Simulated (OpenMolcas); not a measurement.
# Co3+: moving the ligands

Co3+ with 6 ligands (fluoride) in octahedral coordination (Oh) at 1.92 Å. A charge of +0.5 e stands 2.8 Å behind each ligand. Ligand basis ANO-RCC-VDZP.
```
Co    0.0000    0.0000    0.0000
F     1.9200    0.0000    0.0000
F     0.0000    1.9200    0.0000
F    -1.9200    0.0000    0.0000
F     0.0000   -1.9200    0.0000
F     0.0000    0.0000    1.9200
F     0.0000    0.0000   -1.9200
```

```
Program             : OpenMolcas 26.06
Method              : SS-CASPT2, IPEA 0.25 Eh, imaginary shift 0.1 Eh (closed shells correlated: 3s 3p and the ligand valence shells)
Basis               : ANO-RCC-VTZP [6s5p3d2f1g]
Scalar Hamiltonian  : DKH2, point nucleus
Active space        : 6 electrons in 5 orbitals (3d)
State averaging     : 2S+1 = 5 even, 5 roots; 2S+1 = 3 even, 45 roots; 2S+1 = 1 even, 50 roots
Spin-orbit coupling : state interaction with AMFI integrals over the reference wave functions
```

Runs around this geometry, states (labels of O, the rotations of Oh). Energies in cm-1 above the lowest state or level, χT in cm3 K/mol; under a threefold ground state the first gap can be a small split of the lowest multiplet, not the spin-orbit step.

```
R (Å)  Ground state  First state of that spin  First gap with spin-orbit (degeneracies)  χT at 300 K  First state of another spin
 1.87           5T2                  5E 14470                                250 (3, 2)        4.122                     1A1 2630
 1.92           5T2                  5E 12760                                260 (3, 2)        4.146                     1A1 5520
 1.99           5T2                  5E 10800                                260 (3, 2)        4.174                     1A1 8610
```

Taking the first state of the same spin as R^-n, n = -ln(10800 / 14470) / ln(1.99 / 1.87) = 4.7 between the shortest and longest distance.

Roots that are degenerate in the reference are averaged as groups; the widest CASPT2 spread within a group is 740 cm-1 (the 2-fold group of multiplicity 1 near 74400 cm-1 above the lowest state of its run, R = 1.87). Shifts and gaps below about the spread of the groups concerned are not significant. Over all roots computed the reference weight is 0.67 to 0.72 in R = 1.87, 0.67 to 0.72 in R = 1.92, 0.65 to 0.71 in R = 1.99; the roots of lowest weight are the least certain, and an intruder state may touch them. An orbital triplet at a regular site is open to Jahn-Teller coupling, which can distort the site and quench the lowest spin-orbit gaps and is left out. This shell can be high or low spin here, a state of another spin lies low, and with metal d orbitals alone active their balance is uncertain, so the ground spin may be wrong. A single d shell leaves out the double-shell effect, which counts most for late 3d ions, where the CASPT2 field can be off either way by tens of per cent. Ligand-to-metal charge-transfer states are missing. These CASPT2 states fit no ligand-field parameters well, so their order and spin gaps are uncertain. With no ligand orbital active B as a rule stays too high, so bands that hang on it stand too high and its fall with covalency is understated. With one d shell and no ligand orbital active, 10Dq can be off by a tenth or more. Free-ion shares, where given, are those of the reference states; single-state CASPT2 does not remix them (holds for R = 1.99). No measured value stands beside these numbers; the geometry is a model, was not optimised and need not be the one that this ion takes.
